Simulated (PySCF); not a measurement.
## Electron correlation in Sb (antimony, neutral)

[Kr] 4d10 5s2 5p2 6s1, high-spin 4P determinant (an excited configuration). Calculation: PySCF 2.14, in dyall-av2z (22s16p12d, 130 functions); no relativity, point nucleus. Frozen: [Kr] 4d10; 5 electrons correlated; the 62 highest virtual orbitals of each spin left out.

MP2 pair energies summed by pair of shells (mhartree):

```csv
pair,energy,share (%)
5s-5p,-23.75,47.5
5s-5s,-12.06,24.1
5s-6s,-5.57,11.1
5p-6s,-4.68,9.4
5p-5p,-3.90,7.8
```

Total MP2 correlation energy: -49.96 mhartree.

Same-spin part -12.17 and opposite-spin part -37.79 mhartree; SCS-MP2 scales them by 1/3 and 6/5 to -49.41 mhartree.
